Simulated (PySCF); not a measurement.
Match the calculated data to a structure.

All candidates are C6H9FO2.

- 1H NMR: chemical shifts (computed TMS as zero) by class: 5.70 (1 H), 3.69 (3 H), 2.91 (2 H), 1.11 (3 H) ppm [GIAO PBE0/pcSseg-1]
- 13C NMR: chemical shifts (computed TMS as zero) by class: 162.8 (1 C), 148.5 (1 C), 132.7 (1 C), 55.6 (1 C), 24.9 (1 C), 17.5 (1 C) ppm [GIAO PBE0/pcSseg-1]
- NMR, other nuclei: isotropic shieldings of nuclei other than C and H, by class: -99 (1 O), 229 (1 O), 132 (1 F) ppm [GIAO PBE0/pcSseg-1]
- Dipole: 4.38 D [PBE0/pcSseg-1]
- Rotational structure: rotational constants A, B, C: 1.901, 1.334, 0.837 GHz [GFN2-xTB]

The electronic properties come from PySCF, for the isolated species, density fitting. Levels stand in brackets. One conformer (not necessarily the lowest) at the GFN2-xTB geometry, without solvent, vibrations or thermal averaging. Each NMR value is the plain mean over a class of atoms that symmetry, rotation or inversion makes alike.

**Question.** Which candidate is it?
A. `COC1(C(=O)F)CCC1`
B. `CC/C(=C\C(=O)F)OC`
C. `CO[C@@H]1CC[C@@H]1C(=O)F`
D. `CC/C=C(/OC)C(=O)F`
E. `FCOC1=COCCC1`

**Answer.** D. It is `CC/C=C(/OC)C(=O)F`. Numbering: `[CH3:1][CH2:2]/[CH:3]=[C:4](/[O:5][CH3:6])[C:7](=[O:8])[F:9]`. Its formula, C6H9FO2, gives 2 degrees of unsaturation: 0 rings and 2 π bonds in the structure found. 6 carbons fall into 6 classes; from least to most shielded: acyl halide carbon [C7] (162.8 ppm), vinylic carbon bearing oxygen [C4] (148.5 ppm), alkene CH carbon [C3] (132.7 ppm), methoxy carbon [C6] (55.6 ppm), allylic carbon [C2] (24.9 ppm), methyl carbon [C1] (17.5 ppm). Hydrogen classes from least to most shielded: 1 H on an alkene CH carbon, C3 (5.70 ppm), 3 H on a methoxy carbon, C6 (3.69 ppm, a mean of values up to 0.9 ppm apart in this geometry), 2 H on an allylic carbon, C2 (2.91 ppm, a mean of values up to 1.8 ppm apart in this geometry), 3 H on a methyl carbon, C1 (1.11 ppm). The other shieldings belong to: -99 ppm, carbonyl oxygen [O8]; 229 ppm, ether oxygen [O5]; 132 ppm, acyl fluorine [F9]. The optimised geometry has point group C1 and is an asymmetric top.

The others, at the same levels:
- `CO[C@@H]1CC[C@@H]1C(=O)F` fails: its computed 13C shifts are 172.8 (1 C), 78.5 (1 C), 59.0 (1 C), 47.7 (1 C), 31.0 (1 C), 15.7 (1 C) ppm, 1H shifts are 4.02 (1 H), 3.48 (3 H), 3.34 (1 H), 2.71 (1 H), 2.42 (1 H), 2.20 (1 H), 1.76 (1 H) ppm and smallest rotational constant is 1.150 GHz (against 0.837 GHz).
- `COC1(C(=O)F)CCC1` fails: it has 5 carbon classes against 6; its computed 13C shifts are 171.6 (1 C), 77.9 (1 C), 52.6 (1 C), 32.1 (2 C), 13.4 (1 C) ppm, 1H shifts are 3.53 (3 H), 2.49 (2 H), 2.47 (2 H), 2.21 (1 H), 1.97 (1 H) ppm and rotational constant A is 2.016 GHz (against 1.901 GHz).
- `FCOC1=COCCC1` fails: its computed 13C shifts are 145.5 (1 C), 134.6 (1 C), 103.5 (1 C), 67.3 (1 C), 28.0 (1 C), 25.2 (1 C) ppm, 1H shifts are 6.65 (1 H), 5.72 (2 H), 3.95 (2 H), 2.35 (2 H), 1.79 (2 H) ppm and rotational constant A is 3.573 GHz (against 1.901 GHz).
- `CC/C(=C\C(=O)F)OC` fails: its computed 13C shifts are 191.6 (1 C), 163.6 (1 C), 89.4 (1 C), 56.9 (1 C), 34.0 (1 C), 17.2 (1 C) ppm, 1H shifts are 4.59 (1 H), 3.83 (3 H), 2.72 (2 H), 1.27 (3 H) ppm and rotational constant A is 2.102 GHz (against 1.901 GHz).

Each candidate is one conformer, not necessarily the lowest. The conformers computed, where there is a choice (atom-mapped SMILES and torsion angles):
- `[CH3:1][CH2:2]/[CH:3]=[C:4](/[O:5][CH3:6])[C:7](=[O:8])[F:9]`: C1–C2–C3–C4 99°, C3–C4–O5–C6 0°, C3–C4–C7–O8 -6°
- `[CH3:1][O:2][C@@H:3]1[CH2:4][CH2:5][C@@H:6]1[C:7](=[O:8])[F:9]`: C1–O2–C3–C4 -177°, C5–C6–C7–O8 152°
- `[CH3:1][O:2][C:3]1([C:4](=[O:5])[F:6])[CH2:7][CH2:8][CH2:9]1`: C1–O2–C3–C4 -66°, O2–C3–C4–O5 -4°
- `[CH3:1][CH2:2]/[C:3](=[CH:4]\[C:5](=[O:6])[F:7])[O:8][CH3:9]`: C1–C2–C3–C4 81°, C3–C4–C5–O6 179°, C2–C3–O8–C9 178°

The conformers of `FCOC1=COCCC1` aren't listed.
